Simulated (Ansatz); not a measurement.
Born–Oppenheimer molecular dynamics of F4H4O2W (11 atoms, charge 0, multiplicity 1). It starts at the highest image of a converged band. Of that band: The profile has 2 maxima (images 1, 6) with wells between them (image 2): this band takes more than one step, which may be the mechanism or a detour left from its start path. A vibrational analysis at the climbing image gives one clearly imaginary mode, 647i cm⁻¹: a first-order saddle point.

Level of theory: RKS LDA/def2-SVP in Ansatz 0.2.0.

| Quantity | Value |
| --- | --- |
| ensemble | NVE (velocity Verlet) |
| time step | 0.5 fs |
| steps asked | 200 |
| starting velocities drawn for | 100 K |
| seed | 5399 |

First frame:

```xyz
11
Properties=species:S:1:pos:R:3
W 0.088 0.067 -0.028
O 0.363 -0.401 2.005
H -0.512 -0.418 2.452
F 1.941 0.175 0.097
F 0.360 1.555 -1.130
F -1.588 0.437 0.699
O 0.375 -1.782 -0.014
H 0.823 -2.012 0.841
F -0.879 -0.443 -1.522
H 0.387 1.643 1.085
H 0.453 0.967 1.718
```

Question: How far do the bonds stretch over the last three quarters of this one trajectory? (Pairs bonded in most of those frames.)

Answer: 
```tsv
bond	mean (Å)	spread (Å)	shortest	longest
W1–O2	2.510	0.116	2.23	2.62
W1–F4	1.868	0.014	1.84	1.88
W1–F5	1.877	0.004	1.87	1.88
W1–F6	1.891	0.014	1.88	1.92
W1–O7	1.880	0.016	1.86	1.91
W1–F9	1.860	0.006	1.85	1.87
W1–H10	1.719	0.011	1.70	1.74
O2–H3	0.987	0.010	0.96	1.01
O2–H11	0.984	0.025	0.94	1.03
O7–H8	0.988	0.010	0.97	1.01
```

Pairs bonded in part of these frames only: W1–H8 26 %.

Mean temperature of the second half: 311 K. The conserved energy stayed within 0.055 meV per atom of its start (net change -0.023 meV per atom), so the integration is sound. The kinetic energy rose, since the run started high on the potential surface and went downhill. A run of 0.1 ps of so small a system gives no equilibrium averages. The orbitals stay closed-shell, which can raise the energy where a bond breaks towards radicals; this wasn't checked here.

Run time: 3.4 min on 4 threads of Arm Neoverse V2, on a shared host, peak memory 0.19 GiB.
